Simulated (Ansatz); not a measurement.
`Br[SiH]1BC1`, charge 0, multiplicity 1.

(1) Give a relaxed structure at PBE0-D4/def2-TZVP (Ansatz). (Best estimate.)

Answers

(1) Computed: 
Z-matrix (Å, degrees):
```
Si
B 1 1.887
C 1 2.037 2 44.2
Br 1 2.215 2 123.5 3 110.1
H 1 1.477 2 129.0 3 -64.0
H 2 1.185 1 138.5 3 -135.4
H 3 1.089 1 143.4 2 110.2
H 3 1.096 1 82.4 2 -136.1
```
